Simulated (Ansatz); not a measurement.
Program: Ansatz. Geometries: PBE0-D4/def2-TZVP. ΔE: electronic, gas phase. CBS: MP2 limit from def2 TZ/QZ plus the TZ coupled-cluster correction, frozen cores. Functionals use def2-TZVPP. B3LYP here is the variant with VWN-RPA as its local correlation; programs differ in this. For Ge, Mg outer-core shells are correlated without core-valence functions, which leaves a few kJ/mol of doubt a bond. Scalar relativity is left out up to krypton. Each species was taken in one conformer, which may not be the lowest.

Reaction (redistribution): `CB[S][GeH3]` + `[CH3][Mg][NH2]` → `NB[S][GeH3]` + `[CH3][Mg][CH3]`

| level | ΔE (kcal/mol) | difference from CCSD(T)/CBS |
| --- | --- | --- |
| PBE-D4 | -10.1 | -1.2 |
| r2SCAN-D4 | -9.0 | -0.1 |
| PBE0-D4 | -10.0 | -1.1 |
| B3LYP-D4 | -9.4 | -0.5 |
| ωB97M-V | -9.7 | -0.8 |
| B2PLYP | -9.1 | -0.2 |
| PBE | -10.2 | -1.3 |
| B3LYP | -9.5 | -0.6 |
| SCS-MP2/def2-TZVPP | -8.5 | 0.4 |
| CCSD/def2-TZVPP | -8.8 | 0.1 |
| CCSD(T)/def2-TZVPP | -9.0 | -0.1 |
| HF/def2-QZVPP | -8.5 | 0.4 |
| MP2/def2-QZVPP | -8.5 | 0.4 |
| HF/CBS(def2) | -8.5 | 0.4 |
| MP2/CBS(def2) | -8.6 | 0.3 |
| CCSD/CBS(def2) | -8.6 | 0.3 |
| CCSD(T)/CBS | -8.9 | 0 |

Largest T1 diagnostic among the species: 0.013.
